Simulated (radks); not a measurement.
Results of a calculation; reference values are marked as such.
How relativity changes the ionisation of neutral palladium ([Kr] 4d10) to Pd+ ([Kr] 4d9). Spin-unpolarised spherical Kohn-Sham, PBE, point nucleus unless stated (finite: rms radius 4.5318 fm), a radial shooting solver on a logarithmic mesh with Libxc functionals. A level marked "c x" has the speed of light scaled by that factor and shares open shells by 2j + 1; other Dirac levels either fill j = l - 1/2 first or share by 2j + 1.

| level | E(Pd) (hartree) | E(Pd+) (hartree) | IE (eV) | HOMO | <r> HOMO (bohr) |
|---|---|---|---|---|---|
| non-rel. | -4939.79345 | -4939.45340 | 9.253 | 4d | 1.573 |
| scalar-rel. | -5045.89144 | -5045.55646 | 9.115 | 4d | 1.590 |
| scalar-rel., finite nucleus | -5045.79436 | -5045.45938 | 9.115 | 4d | 1.590 |
| Dirac, 2j+1 shares | -5046.94088 | -5046.60573 | 9.120 | 4d5/2 | 1.606 |
| Dirac, low j first | -5046.94088 | -5046.61278 | 8.928 | 4d5/2 | 1.606 |
| Dirac, 2j+1 shares, finite nucleus | -5046.84357 | -5046.50843 | 9.120 | 4d5/2 | 1.606 |
| Dirac, c x 2 | -4965.46970 | -4965.13097 | 9.217 | 4d5/2 | 1.581 |
| Dirac, c x 3 | -4951.11950 | -4950.78004 | 9.237 | 4d5/2 | 1.577 |
| Dirac, c x 5 | -4943.85528 | -4943.51544 | 9.247 | 4d5/2 | 1.574 |

NIST Atomic Spectra Database: 8.337 eV (measured). The relativistic part of the total energy of Pd is -107.1 hartree (Dirac, 2j+1 shares, finite nucleus), 2.2 % of the non-relativistic value. Spin polarisation and multiplet splitting of open shells are left out at every level.

Beside tabulated values, note that relativity, absent from the non-relativistic runs, is large for the heavy elements, and spin-unpolarised runs miss the spin-polarisation part of the exchange energy of open shells.
